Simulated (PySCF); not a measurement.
C2H7NOTe. Atoms are numbered in the order given.

```xyz
12

Te     0.6126     0.3442     0.2762
O     -0.5102     2.0419     0.0043
H     -1.0311     2.1261     0.8286
N     -0.5547    -1.1931    -0.3720
C     -1.6556    -1.6650     0.4519
C     -0.7662    -1.3785    -1.7994
H     -2.6147    -1.1277     0.2501
H     -1.8369    -2.7461     0.2517
H     -1.4108    -1.5493     1.5249
H     -0.9367    -2.4583    -2.0150
H     -1.6521    -0.8175    -2.1842
H      0.1239    -1.0468    -2.3663
```

Geometry optimised at PBE-D3(BJ)/def2-SVP. The structure was generated by enumeration, and PubChem lists no compound with its InChIKey, so it may never have been made. The def2 effective core potentials stand for the cores of Te; spin–orbit coupling is left out. The values are those of a single conformer.

Level of theory: PBE-D3(BJ)/def2-SVP run with PySCF.

Frequencies are harmonic and unscaled.

```
mode  ν (cm⁻¹)  IR (km/mol)  moving atoms (share of kinetic energy)
----  --------  -----------  --------------------------------------
1           94          3.4                  O 47 %, H 29 %, C 17 %
2           96          1.9                  O 36 %, C 35 %, H 23 %
3          197          3.7                  H 57 %, N 19 %, O 16 %
4          217          0.1                                  H 96 %
5          280          2.8                  C 45 %, H 30 %, N 19 %
6          287         11.6                  N 46 %, H 42 %, C 10 %
7          315          3.0                 C 45 %, H 32 %, Te 19 %
8          436         80.0                                  H 90 %
9          522         38.9  N 29 %, C 28 %, H 24 %, O 10 %, Te 9 %
10         536         42.6                         O 77 %, Te 10 %
11         937         49.0                                  H 94 %
12         960         67.2                  C 44 %, H 29 %, N 27 %
13        1030          2.1                          H 70 %, C 26 %
14        1066          1.3                          H 80 %, C 20 %
15        1102          2.9                  H 70 %, C 19 %, N 10 %
16        1202         34.8                  N 57 %, C 31 %, H 13 %
17        1212          1.1                  H 46 %, N 30 %, C 25 %
18        1364          0.7                          H 87 %, C 12 %
19        1384         10.1                          H 87 %, C 13 %
20        1395          7.0                                  H 96 %
21        1409         25.3                                  H 93 %
22        1420         14.5                                  H 96 %
23        1438          0.8                                  H 96 %
24        2897         65.8                                  H 96 %
25        2906        111.5                                  H 96 %
26        2968         68.3                           H 91 %, C 9 %
27        2974          7.5                           H 91 %, C 9 %
28        3069          7.0                           H 91 %, C 9 %
29        3075          6.1                           H 91 %, C 9 %
30        3674         54.3                                  H 94 %
```
